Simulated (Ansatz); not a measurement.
`[OH][Ge]([OH])([SiH3])[Cl]` and `[OH][Ge]([OH])([SiH3])[GeH3]` differ in one atom or group.

Ansatz, PBE0-D4/def2-TZVP geometries, multiplicity 1. Each molecule was computed in one conformer, which needn't be the lowest.

Scalar relativity is left out up to krypton.

| property | `[OH][Ge]([OH])([SiH3])[Cl]` |
| --- | --- |
| HOMO energy (ωB97M-V/def2-TZVPP) / eV | -10.57 |
| LUMO energy (ωB97M-V/def2-TZVPP) / eV | 1.40 |
| size of the dipole moment (PBE/def2-TZVPP) / D | 1.07 |
| HOMO energy (PBE/def2-TZVPP) / eV | -7.10 |
| HOMO energy (B3LYP/def2-TZVPP) / eV | -8.24 |
| size of the dipole moment (B3LYP/def2-TZVPP) / D | 1.15 |

Question: Give the same properties after the change, and the shifts. (Estimate.)

Answer: Ansatz gave: 
```csv
property,`[OH][Ge]([OH])([SiH3])[GeH3]`,shift
HOMO energy (ωB97M-V/def2-TZVPP) / eV,-9.52,1.05
LUMO energy (ωB97M-V/def2-TZVPP) / eV,1.14,-0.26
size of the dipole moment (PBE/def2-TZVPP) / D,1.76,0.69
HOMO energy (PBE/def2-TZVPP) / eV,-6.39,0.71
HOMO energy (B3LYP/def2-TZVPP) / eV,-7.34,0.90
size of the dipole moment (B3LYP/def2-TZVPP) / D,1.87,0.72
```

With PBE0 the HOMO rises by 0.93 eV and the LUMO falls by 0.15 eV, so the gap narrows by about 1.08 eV. PBE moves the HOMO by 0.71 eV and ωB97M-V by 1.05 eV. Dipoles are sizes alone; their direction can turn.

B3LYP here is the variant with VWN-RPA as its local correlation; programs differ in this.
